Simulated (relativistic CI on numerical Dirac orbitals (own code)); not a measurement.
# Sensitivity of the levels of Hg LXVIII to α and to the nuclear radius

Calculated at this level of theory: Dirac-Coulomb-Breit CI, KLI orbitals optimised for each configuration, derivatives by finite differences, unscaled Slater integrals, QED left out (own radial code, finite nucleus).

CI space (outside the closed core [Ne]): 3s²3p, 3s²3d, 3s3p², 3p³, 3s3p3d, 3p3d², 3s3d², 3p²3d. Levels of other configurations are missing.

With x = (α/α₀)² − 1 an excitation energy changes as ω = ω₀ + qx; K = 2q/ω₀ is the relative enhancement. Terms are leading LS components, so labels can repeat. The field-shift factor is F = δν/δ⟨r²⟩ for the transition from the lowest level.

Lowest level 3s²3p ²P°1/2.

```
        Level  ω₀ (cm⁻¹)   q (cm⁻¹)  F (GHz/fm²)
  3s3p² ⁴P1/2    1590148     481100       -13400
 3s²3p ²P°3/2    4264540  5.428e+06        -1260
  3s3p² ⁴P3/2    5572698  5.854e+06       -14400
  3s3p² ²D5/2    5739989  5.873e+06       -14400
  3s3p² ²D3/2    5911668  5.795e+06       -11400
  3s3p² ²P1/2    6020749  5.892e+06       -14600
  3s²3d ²D3/2    6385971  5.677e+06        -4620
  3s²3d ²D5/2    7231463  6.548e+06        -1410
3s3p3d ⁴F°3/2    7427560  6.055e+06       -17900
3s3p3d ⁴F°3/2    7553503   6.19e+06       -21900
3s3p3d ⁴F°5/2    7624794  5.989e+06       -14500
3s3p3d ⁴D°1/2    7870581  6.042e+06       -14500
3s3p3d ⁴D°3/2    7949951  6.139e+06       -16500
```

At this charge energies of transitions that change n are usually good to better than 1 %, and those within a shell (Δn = 0) to a few per cent.

Task: Which transition from the lowest level has the largest |K|?

Result: 3s²3p ²P°3/2 at 4264540 cm⁻¹, K = 2.55.
